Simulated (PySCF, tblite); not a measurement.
C7H9BO.
Numbering: `[CH3:1][O:2][C:3]1=[CH:4][CH:5]=[CH:6][BH:7][CH:8]=[CH:9]1` (hydrogens: H10, H11, H12 on C1; H13 on C4; H14 on C5; H15 on C6; H16 on B7; H17 on C8; H18 on C9)

Computed with GFN2-xTB (tblite), gas phase: Langevin dynamics at 600 K from the optimised GFN2-xTB geometry, time step 0.5 fs, friction 0.01 fs⁻¹, 2000 steps. Over the second half of the run the saved frames average 528 K.

Frame at 250 fs, instantaneous temperature 504 K:
```
atom  x, y, z in Å
C1      2.899   -1.339    0.443
O2      1.430   -1.683    0.452
C3      0.364   -0.970    0.015
C4      0.346    0.367   -0.415
C5     -0.565    1.323   -0.764
C6     -1.868    1.141   -0.968
B7     -2.651   -0.141   -0.806
C8     -1.958   -1.371   -0.533
C9     -0.731   -1.843   -0.141
H10     3.337   -2.207    0.022
H11     2.991   -0.499   -0.208
H12     2.982   -1.202    1.553
H13     1.347    0.896   -0.533
H14    -0.083    2.279   -0.753
H15    -2.437    2.057   -1.075
H16    -3.803   -0.078   -0.560
H17    -2.511   -2.319   -0.455
H18    -0.608   -2.919    0.076
```

Frame at 425 fs, instantaneous temperature 594 K:
```
atom  x, y, z in Å
C1      3.137   -1.933    0.731
O2      1.757   -2.258    0.741
C3      0.861   -1.288    0.372
C4      0.919   -0.238   -0.562
C5      0.161    0.926   -0.819
C6     -1.188    0.859   -0.931
B7     -2.126   -0.365   -0.832
C8     -1.673   -1.547    0.148
C9     -0.482   -1.695    0.802
H10     3.253   -0.852    0.778
H11     3.635   -2.427    1.599
H12     3.629   -2.368   -0.197
H13     1.833    0.045   -1.090
H14     0.743    1.699   -1.305
H15    -1.648    1.780   -1.407
H16    -3.150   -0.294   -1.424
H17    -2.647   -1.989    0.514
H18    -0.458   -2.393    1.698
```

Frame at 625 fs, instantaneous temperature 447 K:
```
atom  x, y, z in Å
C1      2.784   -2.069    0.302
O2      1.584   -1.952    1.057
C3      0.640   -1.071    0.593
C4      0.943   -0.222   -0.436
C5     -0.052    0.586   -1.127
C6     -1.421    0.555   -1.070
B7     -2.369    0.041   -0.055
C8     -1.872   -1.065    1.000
C9     -0.631   -1.330    1.281
H10     3.112   -1.038    0.273
H11     3.444   -2.658    0.919
H12     2.735   -2.640   -0.638
H13     1.911    0.041   -0.408
H14     0.414    1.225   -1.818
H15    -1.832    1.244   -1.794
H16    -3.515    0.249    0.036
H17    -2.560   -1.217    1.915
H18    -0.363   -1.888    2.270
```

Frame at 800 fs, instantaneous temperature 504 K:
```
atom  x, y, z in Å
C1      2.955   -1.712    0.220
O2      1.675   -2.260    0.469
C3      0.559   -1.477    0.174
C4      0.704   -0.528   -0.796
C5     -0.130    0.539   -1.071
C6     -1.343    0.870   -0.662
B7     -2.225    0.146    0.338
C8     -1.663   -0.998    1.285
C9     -0.433   -1.574    1.217
H10     3.030   -0.638    0.405
H11     3.549   -2.260    1.077
H12     3.458   -1.899   -0.777
H13     1.602   -0.890   -1.480
H14     0.365    1.057   -1.828
H15    -1.598    1.804   -1.108
H16    -3.360    0.403    0.427
H17    -2.335   -1.386    2.006
H18    -0.299   -2.263    2.023
```

Frame at 1000 fs, instantaneous temperature 534 K:
```
atom  x, y, z in Å
C1      3.338   -1.510   -0.127
O2      2.030   -1.994    0.107
C3      0.876   -1.247    0.196
C4      0.864    0.089   -0.060
C5     -0.236    0.866   -0.357
C6     -1.579    0.592   -0.282
B7     -2.330   -0.764   -0.100
C8     -1.475   -1.843    0.709
C9     -0.123   -2.084    0.758
H10     3.936   -1.108    0.744
H11     3.942   -2.431   -0.385
H12     3.394   -0.745   -0.965
H13     1.780    0.437   -0.366
H14     0.022    1.808   -0.748
H15    -2.207    1.266   -0.883
H16    -3.513   -0.934   -0.458
H17    -2.018   -2.644    1.123
H18     0.240   -2.903    1.434
```

Task: What do single points at PBE0/pcSseg-1 (PySCF, gas phase) give on these frames?

Result: 
```
t (fs)  GFN2-xTB E above start (eV)  DFT E above lowest frame (eV)  HOMO (eV)  LUMO (eV)  dipole (D)
   250                         1.56                           0.52      -6.29      -1.62        4.56
   425                         1.47                           0.53      -6.42      -1.69        3.12
   625                         1.42                           0.33      -6.62      -1.69        3.59
   800                         1.17                           0.10      -6.70      -1.82        2.79
  1000                         1.13                           0.00      -6.50      -1.65        3.51
```

The two levels order the frames alike by energy but for pairs within 0.08 eV at one level; measured from each level's lowest frame they differ by 0.19 eV at most. The HOMO–LUMO gap runs from 4.67 to 4.93 eV. These are instantaneous structures, not minima.

Task: And the isotropic GIAO shieldings (ppm) from the same runs?

Result: 
```json
{"atom": "C1", "250 fs": "120.8", "425 fs": "121.9", "625 fs": "129.1", "800 fs": "115.1", "1000 fs": "128.4", "mean": "123.1", "range": "14.0"}
{"atom": "O2", "250 fs": "192.7", "425 fs": "212.8", "625 fs": "174.8", "800 fs": "189.2", "1000 fs": "190.4", "mean": "192.0", "range": "38.0"}
{"atom": "C3", "250 fs": "13.0", "425 fs": "9.2", "625 fs": "0.0", "800 fs": "3.3", "1000 fs": "11.9", "mean": "7.5", "range": "13.0"}
{"atom": "C4", "250 fs": "68.5", "425 fs": "58.7", "625 fs": "72.1", "800 fs": "53.1", "1000 fs": "78.5", "mean": "66.2", "range": "25.4"}
{"atom": "C5", "250 fs": "39.8", "425 fs": "32.4", "625 fs": "28.1", "800 fs": "46.8", "1000 fs": "36.3", "mean": "36.7", "range": "18.7"}
{"atom": "C6", "250 fs": "28.7", "425 fs": "26.4", "625 fs": "50.0", "800 fs": "48.7", "1000 fs": "29.9", "mean": "36.7", "range": "23.6"}
{"atom": "B7", "250 fs": "58.8", "425 fs": "50.5", "625 fs": "52.1", "800 fs": "52.4", "1000 fs": "46.6", "mean": "52.1", "range": "12.2"}
{"atom": "C8", "250 fs": "31.7", "425 fs": "25.1", "625 fs": "23.3", "800 fs": "14.4", "1000 fs": "18.9", "mean": "22.7", "range": "17.3"}
{"atom": "C9", "250 fs": "26.8", "425 fs": "26.1", "625 fs": "36.9", "800 fs": "34.2", "1000 fs": "35.3", "mean": "31.9", "range": "10.8"}
{"atom": "H10", "250 fs": "27.7", "425 fs": "27.6", "625 fs": "27.0", "800 fs": "27.9", "1000 fs": "27.1", "mean": "27.5", "range": "0.9"}
{"atom": "H11", "250 fs": "27.2", "425 fs": "26.7", "625 fs": "27.8", "800 fs": "25.2", "1000 fs": "26.4", "mean": "26.7", "range": "2.6"}
{"atom": "H12", "250 fs": "25.9", "425 fs": "26.6", "625 fs": "27.7", "800 fs": "26.4", "1000 fs": "26.8", "mean": "26.7", "range": "1.8"}
{"atom": "H13", "250 fs": "24.4", "425 fs": "24.8", "625 fs": "25.9", "800 fs": "23.3", "1000 fs": "26.1", "mean": "24.9", "range": "2.8"}
{"atom": "H14", "250 fs": "23.7", "425 fs": "23.3", "625 fs": "24.0", "800 fs": "24.4", "1000 fs": "24.1", "mean": "23.9", "range": "1.1"}
{"atom": "H15", "250 fs": "23.6", "425 fs": "23.4", "625 fs": "24.2", "800 fs": "24.2", "1000 fs": "23.1", "mean": "23.7", "range": "1.1"}
{"atom": "H16", "250 fs": "25.2", "425 fs": "24.9", "625 fs": "25.2", "800 fs": "25.2", "1000 fs": "24.0", "mean": "24.9", "range": "1.2"}
```

What follows is the cost of the whole dynamics run. Hardware: one thread, Arm Neoverse V1, no GPU, shared host. Cost: 14 s wall.
